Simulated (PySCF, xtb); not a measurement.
C4H10OSi, SMILES OC[C@H]1CC[SiH2]1.

GFN2-xTB run with xtb 6.7.1 at its own geometry gives an orbital gap of 4.66 eV and a dipole moment of 2.27 D.

The structure is a stationary point at PBE-D3(BJ)/def2-SVP. The structure was generated by enumeration; whether it is a known compound was not checked. Other conformers were not sampled.

Q: What does PySCF with r2SCAN/def2-TZVP give? (An estimate is asked for; the answer gives what the named calculation found.)

A: gap 6.10 eV (levels -6.40 and -0.30 eV), dipole 1.71 D.
